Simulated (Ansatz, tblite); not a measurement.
Removing and adding an electron: BiH₂I. Total charge 0; singlet. Geometry: PBE-D4/def2-TZVP. Ansatz, gas phase; energy differences of separate SCF runs; the oxidised species was run as a doublet alone; the reduced species was run as a doublet alone.

Cartesian coordinates in Å:
```
Bi 0.253 0.345 -0.806
H -0.576 -1.264 -0.829
H -1.222 1.060 -0.036
I 1.546 -0.142 1.672
```

In the def2 sets Bi, I take a core potential; there is no spin–orbit coupling. The xTB rows come from tblite. Correlated methods freeze 8 core orbitals; core or outer-core shells of Bi, I are correlated, in sets that lack core-valence functions.

(1) Estimate orbital energies and vertical ionisation energies and electron affinities at: GFN1-xTB; GFN2-xTB; HF/def2-TZVPD; HF/def2-TZVPP; PBE-D4/def2-TZVP; PBE-D4/def2-TZVPD; r2SCAN-D4/def2-TZVP; r2SCAN-D4/def2-TZVPD; PBE0-D4/def2-TZVP; PBE0-D4/def2-TZVPD; MP2/def2-TZVPD; MP2/def2-TZVPP; CCSD/def2-TZVPD; CCSD/def2-TZVPP; CCSD(T)/def2-TZVPD; CCSD(T)/def2-TZVPP.

Answers

(1) 
| level | −HOMO (eV) | vertical IE (eV) | −LUMO (eV) | vertical EA (eV) | HOMO–LUMO gap (eV) | IE − EA (eV) | remarks |
| --- | --- | --- | --- | --- | --- | --- | --- |
| GFN1-xTB | 9.68 | 13.62 | 4.91 | 1.36 | 4.78 | 12.25 | – |
| GFN2-xTB | 10.93 | 14.05 | 5.85 | 2.65 | 5.07 | 11.40 | – |
| HF/def2-TZVPD | – | – | – | 0.17 | – | – | – |
| HF/def2-TZVPP | – | 8.36 | – | – | – | – | – |
| PBE-D4/def2-TZVP | 6.09 | 9.00 | 2.96 | – | 3.13 | – | – |
| PBE-D4/def2-TZVPD | 6.11 | – | 3.00 | 0.73 | 3.11 | – | HOMO above zero (-1 doublet) |
| r2SCAN-D4/def2-TZVP | 6.36 | 9.12 | 2.80 | – | 3.56 | – | – |
| r2SCAN-D4/def2-TZVPD | 6.37 | – | 2.83 | 0.77 | 3.54 | – | HOMO above zero (-1 doublet) |
| PBE0-D4/def2-TZVP | 7.16 | 9.17 | 2.28 | – | 4.89 | – | – |
| PBE0-D4/def2-TZVPD | 7.18 | – | 2.32 | 0.76 | 4.86 | – | HOMO above zero (-1 doublet) |
| MP2/def2-TZVPD | – | – | – | 0.70 | – | – | – |
| MP2/def2-TZVPP | – | 9.34 | – | – | – | – | – |
| CCSD/def2-TZVPD | – | – | – | 0.61 | – | – | – |
| CCSD/def2-TZVPP | – | 9.14 | – | – | – | – | – |
| CCSD(T)/def2-TZVPD | – | – | – | 0.62 | – | – | – |
| CCSD(T)/def2-TZVPP | – | 9.19 | – | – | – | – | – |

   A HOMO above zero means that the electron is unbound at that level or that self-interaction error raises the level; the energy of removing that electron tells which. Raw xTB energy differences between charge states are shifted by several eV; the methods need an empirical correction for them.
